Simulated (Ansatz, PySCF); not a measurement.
Donor–acceptor adduct: CH5Al (SMILES [CH3][AlH2]) (first 7 atoms) with H2O (SMILES O); geometry from B3LYP-D3(BJ)/def2-TZVP, rigid monomers moved along the line of their centres of mass till Al2···O8 is 1.86 Å.
(charge 0, multiplicity 1):
```xyz
10

C     -0.178     0.917    -0.612
Al    -0.330    -0.374     0.860
H      0.862     1.092    -0.902
H     -0.698     0.556    -1.506
H     -0.620     1.885    -0.360
H      0.585    -1.686     0.829
H     -1.714    -0.469     1.657
O      0.610     0.475     2.222
H      1.344    -0.082     2.512
H      0.032     0.618     2.983
```

Counterpoise-corrected where a basis set is named; no monomer relaxation. Rows marked so take none.

Rows in 3-21G, STO-3G carry no dispersion term and start afresh at each structure.

Codes used: Ansatz (Gaussian orbitals); PySCF for 3-21G rows, STO-3G rows. 

Q: Predict the interaction energy from HF/STO-3G (no counterpoise).

A: -41.2 kcal/mol

Q: Estimate the interaction energy that wB97M-V/def2-TZVPPD returns for this input.

A: -19.2 kcal/mol

Q: Give the interaction energy at the level B3LYP/3-21G (no counterpoise).

A: -37.6 kcal/mol

Ansatz is a quantum-chemistry and plane-wave program.
